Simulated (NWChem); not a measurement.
CH4FGaO2; SMILES C[O][Ga]([OH])[F]

```xyz
9

Ga     0.0135     0.3554     0.0001
F      1.0595     1.7505    -0.0005
O     -1.7415     0.5825     0.0002
H     -2.0037     1.5096    -0.0006
O      0.7625    -1.2349     0.0013
C      0.0491    -2.4450    -0.0010
H      0.3143    -3.0360    -0.8947
H      0.3198    -3.0420     0.8870
H     -1.0477    -2.3131     0.0029
```
Atoms are numbered in this order, from 1.

Results from NWChem. Medium grid unless said otherwise, to which SCAN and Minnesota functionals are sensitive. Geometry: optimised at PBE0/def2-SVP.

Question: Among these, which level gives the lowest value of “highest occupied level (eV)”?
A. OLYP/def2-SVP
B. r2SCAN0/def2-SVP
C. PBE/def2-SVP
D. TPSSh/def2-SVP

Answer: B, r2SCAN0/def2-SVP. Values: r2SCAN0/def2-SVP -8.42; TPSSh/def2-SVP -7.29; PBE/def2-SVP -6.51; OLYP/def2-SVP -6.41
